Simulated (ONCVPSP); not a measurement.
# Logarithmic derivatives: strontium (Sr), ONCV

strontium (Sr), optimised norm-conserving Vanderbilt (ONCV), made with ONCVPSP 4.0.1 (PBEsol, fully relativistic). Core [Ar] 3d10, reference 4s2 4p6 5s2. Waves: 4s+5s: rc 1.75 bohr, ncon 4, nbas 7, qcut 7.4 1/bohr, 2 projectors; 4p: rc 1.95 bohr, ncon 3, nbas 6, qcut 8.6 1/bohr, 2 projectors, debl 1.2 Ha; d scattering state at 0.41 Ha: rc 1.60 bohr, ncon 4, nbas 7, qcut 5.6 1/bohr, 1 projector. Local part: polynomial inside 1.25 bohr (lpopt 5, dvloc0 0 Ha). Core correction: none.

Open shells are filled in proportion to 2j + 1.

In the d channel the program set the typed energies aside and used 0.050 Ha (j = l + 1/2; the other j can differ).

The phase is arctan(r·R′/R) of the radial function R(r), unwrapped; energies in Ha, scanned from -3 to 5 Ha. A pole is an energy at which the radial function vanishes at the test radius. The pseudo phase is shifted by a multiple of π to meet the all-electron one at the reference energy, and phase errors are pseudo minus all-electron; the curves can meet again beyond the range given. Levels narrower than the energy grid can be missing from the lists of poles.

```tsv
channel	radius (bohr)	reference energy (Ha)	poles, all-electron	poles, pseudo	unbroken range about the reference energy with phases within 0.05 rad	phase error 1 Ha above the reference energy (rad)
s	1.78	-0.13	-0.58	-0.58	the whole range	-0.000
p3/2	1.98	-0.82	-0.05	-0.05	the whole range	-0.000
p1/2	1.98	-0.87	-0.14	-0.14	the whole range	-0.000
d5/2	1.63	0.05	2.88	2.64	below 3.4	-0.007
d3/2	1.63	0.05	2.85	2.62	below 3.5	-0.007
```

Phases in the d3/2 channel:

| E (Ha) | all-electron | pseudo |
| --- | --- | --- |
| -2.98 | 1.210 | 1.199 |
| -2.76 | 1.187 | 1.177 |
| -2.54 | 1.161 | 1.151 |
| -2.32 | 1.130 | 1.120 |
| -2.10 | 1.093 | 1.083 |
| -1.88 | 1.048 | 1.038 |
| -1.66 | 0.991 | 0.981 |
| -1.44 | 0.919 | 0.909 |
| -1.22 | 0.824 | 0.814 |
| -1.00 | 0.695 | 0.686 |
| -0.78 | 0.519 | 0.510 |
| -0.56 | 0.279 | 0.273 |
| -0.34 | -0.023 | -0.026 |
| -0.12 | -0.348 | -0.349 |
| 0.10 | -0.637 | -0.638 |
| 0.32 | -0.862 | -0.863 |
| 0.54 | -1.026 | -1.028 |
| 0.76 | -1.146 | -1.151 |
| 0.98 | -1.236 | -1.243 |
| 1.20 | -1.306 | -1.315 |
| 1.42 | -1.362 | -1.372 |
| 1.64 | -1.408 | -1.420 |
| 1.86 | -1.446 | -1.460 |
| 2.08 | -1.479 | -1.496 |
| 2.30 | -1.508 | -1.528 |
| 2.52 | -1.535 | -1.558 |
| 2.74 | -1.559 | -1.586 |
| 2.96 | -1.582 | -1.615 |
| 3.18 | -1.604 | -1.643 |
| 3.40 | -1.626 | -1.673 |
| 3.62 | -1.648 | -1.706 |
| 3.84 | -1.671 | -1.744 |
| 4.06 | -1.695 | -1.789 |
| 4.28 | -1.721 | -1.844 |
| 4.50 | -1.751 | -1.918 |
| 4.72 | -1.784 | -2.022 |
| 4.94 | -1.824 | -2.183 |
